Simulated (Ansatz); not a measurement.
Abridged output of a molecular run in Ansatz:

```
Functional definition: HF
1025 factors; integrals over basis functions are off by at most 1.5e-3 eV
mean field evaluation 1: about -14080.3550 eV, gradient 3.7e1 eV
mean field evaluation 2: about -14080.3610 eV, gradient 3.7e1 eV
mean field evaluation 4: about -14083.6111 eV, gradient 4.3e0 eV
mean field evaluation 8: about -14083.6666 eV, gradient 8.5e-2 eV
mean field evaluation 16: about -14083.6566 eV, gradient 1.1e0 eV
mean field -14083.66668961 eV, -517.5652045910 hartree, gradient 1.8e-6 eV, S^2 0.000000; 0 other end points of the search recorded, 0 dependent functions left out
9 core orbitals not correlated: weight in the atoms' cores, before any rotation towards them, 1.000 or more for the frozen orbitals, at most 0.000 for the correlated occupied ones
reference -14083.66668961 eV, -517.5652045910 hartree; 15, 15 occupied and 80, 80 virtual orbitals, 1025 factors
second order -20.16559387 eV of doubles, -0.00000000 eV of singles
cycle   1  -20.65741127 eV  change   -4.9e-1 eV  update   1.1e-1
cycle   2  -21.24595223 eV  change   -5.9e-1 eV  update   3.4e-2
cycle   3  -21.40503701 eV  change   -1.6e-1 eV  update   2.0e-2
cycle   4  -21.39619790 eV  change    8.8e-3 eV  update   5.0e-3
cycle   5  -21.39499779 eV  change    1.2e-3 eV  update   2.5e-3
cycle   6  -21.39570931 eV  change   -7.1e-4 eV  update   7.8e-4
cycle   7  -21.39521160 eV  change    5.0e-4 eV  update   3.0e-4
cycle   8  -21.39509316 eV  change    1.2e-4 eV  update   9.0e-5
cycle   9  -21.39513339 eV  change   -4.0e-5 eV  update   3.7e-5
cycle  10  -21.39512862 eV  change    4.8e-6 eV  update   1.4e-5
perturbative correction -0.62457318 eV, -0.0229526410 hartree
Total energy: -14105.68639140 eV, -518.3744137065 hartree
```

Its atoms:

Z-matrix (Å, degrees):
```
C
O 1 1.416
H 1 1.097 2 110.7
H 1 1.094 2 111.0 3 121.4
H 1 1.089 2 107.0 3 -119.0
C 2 1.366 1 112.9 3 -57.7
Si 6 1.813 2 120.6 1 -141.4
O 6 1.470 2 114.6 1 -73.1
H 6 1.094 2 113.5 1 54.5
H 7 1.478 6 121.2 2 1.6
H 7 1.480 6 123.0 2 -158.8
```

Q: Which basis set was used?
A. cc-pV(Q+d)Z
B. def2-TZVPPD
C. def2-SVPD
D. def2-SVP

A: D. It gives 104 functions.

Q: Write the keys of the input that set method, charge and spin (a neutral closed shell needs none for the last two).

A: 
```yaml
correlation: {method: ccsd_t}
```
